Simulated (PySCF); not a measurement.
Computed vibrations of Bi(BH4)3

Bi(BH4)3 (singlet). PySCF 2.14.0, RKS PBE0, Bi def2-SVP with ECP60, B def2-SVP, H def2-SVP; non-relativistic Hamiltonian with scalar-relativistic core potentials where named; density fitting; no spin-orbit coupling. Central differences of gradients.

```xyz
16

Bi    0.0000    0.0000    0.1321
B     2.3876   -0.0122   -0.5845
H     3.1415    0.0616   -1.5366
H     2.6132   -0.8870    0.2356
H     1.3922   -0.3749   -1.3442
H     2.1997    1.1093   -0.1027
B    -1.1832    2.0738   -0.5845
H    -1.6241    2.6898   -1.5366
H    -0.5384    2.7066    0.2356
H    -0.3714    1.3931   -1.3442
H    -2.0605    1.3504   -0.1026
B    -1.2043   -2.0616   -0.5845
H    -1.5175   -2.7514   -1.5366
H    -2.0747   -1.8196    0.2356
H    -1.0208   -1.0182   -1.3442
H    -0.1392   -2.4596   -0.1027
```

Run from Python with OMP_NUM_THREADS=2. Where DIIS fails, smearing, a level shift and second-order steps follow.
It took 3.3 min on 2 threads of Arm Neoverse V1 (shared host).

Question: What are the harmonic wavenumbers and infrared intensities?

Answer: Modes are labelled in C3; negative numbers are unstable modes, those under 60 cm⁻¹ near the noise; a finer grid moves soft modes by up to 10 cm⁻¹.
```json
{"cm⁻¹": "97", "km/mol": "0.5", "symmetry": "e"}
{"cm⁻¹": "97", "km/mol": "0.5", "symmetry": "e"}
{"cm⁻¹": "120", "km/mol": "8.5", "symmetry": "a"}
{"cm⁻¹": "180", "km/mol": "12.2", "symmetry": "e"}
{"cm⁻¹": "180", "km/mol": "12.2", "symmetry": "e"}
{"cm⁻¹": "208", "km/mol": "0.1", "symmetry": "a"}
{"cm⁻¹": "231", "km/mol": "0.7", "symmetry": "a"}
{"cm⁻¹": "270", "km/mol": "38.0", "symmetry": "e"}
{"cm⁻¹": "270", "km/mol": "38.0", "symmetry": "e"}
{"cm⁻¹": "315", "km/mol": "69.5", "symmetry": "e"}
{"cm⁻¹": "315", "km/mol": "69.5", "symmetry": "e"}
{"cm⁻¹": "326", "km/mol": "1.9", "symmetry": "a"}
{"cm⁻¹": "511", "km/mol": "46.8", "symmetry": "a"}
{"cm⁻¹": "573", "km/mol": "91.5", "symmetry": "e"}
{"cm⁻¹": "573", "km/mol": "91.5", "symmetry": "e"}
{"cm⁻¹": "940", "km/mol": "22.7", "symmetry": "e"}
{"cm⁻¹": "940", "km/mol": "22.7", "symmetry": "e"}
{"cm⁻¹": "956", "km/mol": "0.6", "symmetry": "a"}
{"cm⁻¹": "1038", "km/mol": "65.5", "symmetry": "e"}
{"cm⁻¹": "1038", "km/mol": "65.5", "symmetry": "e"}
{"cm⁻¹": "1048", "km/mol": "0.0", "symmetry": "a"}
{"cm⁻¹": "1113", "km/mol": "28.3", "symmetry": "e"}
{"cm⁻¹": "1113", "km/mol": "28.3", "symmetry": "e"}
{"cm⁻¹": "1115", "km/mol": "1.6", "symmetry": "a"}
{"cm⁻¹": "1135", "km/mol": "2.8", "symmetry": "a"}
{"cm⁻¹": "1144", "km/mol": "3.3", "symmetry": "e"}
{"cm⁻¹": "1144", "km/mol": "3.3", "symmetry": "e"}
{"cm⁻¹": "1254", "km/mol": "3.0", "symmetry": "e"}
{"cm⁻¹": "1254", "km/mol": "3.0", "symmetry": "e"}
{"cm⁻¹": "1285", "km/mol": "20.2", "symmetry": "a"}
{"cm⁻¹": "1992", "km/mol": "313.2", "symmetry": "e"}
{"cm⁻¹": "1992", "km/mol": "313.2", "symmetry": "e"}
{"cm⁻¹": "2039", "km/mol": "4.6", "symmetry": "a"}
{"cm⁻¹": "2396", "km/mol": "17.9", "symmetry": "e"}
{"cm⁻¹": "2396", "km/mol": "17.9", "symmetry": "e"}
{"cm⁻¹": "2397", "km/mol": "18.9", "symmetry": "a"}
{"cm⁻¹": "2506", "km/mol": "3.6", "symmetry": "a"}
{"cm⁻¹": "2507", "km/mol": "68.9", "symmetry": "e"}
{"cm⁻¹": "2507", "km/mol": "68.9", "symmetry": "e"}
{"cm⁻¹": "2581", "km/mol": "67.5", "symmetry": "a"}
{"cm⁻¹": "2583", "km/mol": "7.9", "symmetry": "e"}
{"cm⁻¹": "2583", "km/mol": "7.9", "symmetry": "e"}
```

Question: Is this a minimum?

Answer: Yes. Ideal gas at 298.15 K and 1 bar: S = 402.1 J/(mol K), Cp = 156.2 J/(mol K), H − H(0 K) = 29.6 kJ/mol (rigid rotor, harmonic modes, spin degeneracy alone).
